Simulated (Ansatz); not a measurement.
The cluster KPt3⁺. The state is a triplet with charge 1. Geometry r2SCAN-D4/def2-SVP, that of the neutral doublet; atoms count from 1.

| atom | x (Å) | y (Å) | z (Å) |
| --- | --- | --- | --- |
| K1 | 0.809 | -1.934 | -0.228 |
| Pt2 | -0.407 | 0.759 | -1.375 |
| Pt3 | 0.962 | 1.083 | 0.731 |
| Pt4 | -1.365 | 0.093 | 0.873 |

In the def2 sets Pt takes a core potential; there is no spin–orbit coupling. At PBE0-D4/def2-TZVP a singlet of charge 1 lies 0.14 eV below the triplet at the same geometry. The structure comes from a short search, and lower isomers may exist.

(1) Estimate the Mulliken populations from the PBE0/def2-TZVP orbitals of Ansatz.

(2) Where does the spin sit?

(3) And the Mayer bond orders between bonded heavy atoms (over 0.3)?

Answers

(1) 
```
atom  charge (e)  spin (α − β)  d electrons
  K1        0.77          0.01            –
 Pt2        0.10          0.79         8.94
 Pt3        0.03          0.40         9.15
 Pt4        0.10          0.79         8.94
```
Mulliken values and Mayer orders depend strongly on the basis.

(2) Summed by element: K 0.01, Pt 1.99, of 2 unpaired in all. Largest on single atoms: Pt2 0.79, Pt4 0.79, Pt3 0.40.

(3) Pt2–Pt3 0.80 (2.53 Å); Pt2–Pt4 1.17 (2.53 Å); Pt3–Pt4 0.80 (2.53 Å).
